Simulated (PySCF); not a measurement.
Si(SH)(SiH3) (H4SSi2), SMILES [SiH3][Si]S (connectivity only; charge and spin as stated), neutral, multiplicity 1. Heavy atoms are numbered as in [Si:1]([SH:2])[SiH3:4]. Hydrogens are named by the atom that carries them.

Coordinates come from a B3LYP-D3(BJ)/def2-TZVP optimisation. The values are those of a single conformer.

These are KT2/pcSseg-2 (PySCF) values and carry that method's errors.

GIAO shieldings, no solvent; atoms alike by connectivity are averaged. δ = σ(ref) − σ: ²⁹Si against TMS (σ = 351.7 ppm); ³³S against H2S (σ = 720.7 ppm); ¹H against TMS (σ = 31.47 ppm), references at their B3LYP-D3(BJ)/def2-TZVP geometries, non-relativistic.

```csv
nucleus,atoms,count,δ (ppm)
²⁹Si,Si1,1,599.0
²⁹Si,Si4 (SiH3),1,-83.8
³³S,S2 (SH),1,573.6
¹H,H on S2,1,8.15
¹H,H on Si4,3,4.13
```
